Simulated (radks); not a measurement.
The hafnium ion Hf68+, [He] 2s2. Method: non-relativistic Kohn-Sham, PBE, spin-polarised, spherical densities, point nucleus; computed with a radial shooting solver on a logarithmic mesh with Libxc functionals. Every spin shell is full or empty, so the densities are truly spherical. Functionals are evaluated on that one density, not self-consistently. Rank these exchange functionals by their error against the exact value of the orbitals, and give that value: LDA, revPBE, RPBE, PW91, PW86, OPTX, AM05, G96, SCAN, r2SCAN, Tao-Mo, TASK, MVS.

Answer. Exact: -58.3831 hartree. From best to worst, with 100 (|E| - |E exact|)/|E exact| (equal figures are ties): OPTX 0.00, G96 -0.01, revPBE +0.26, SCAN -0.47, PW91 -0.56, RPBE +0.57, r2SCAN -0.58, Tao-Mo +0.73, PW86 +0.76, MVS -0.82, TASK -3.54, AM05 -9.78, LDA -12.36.
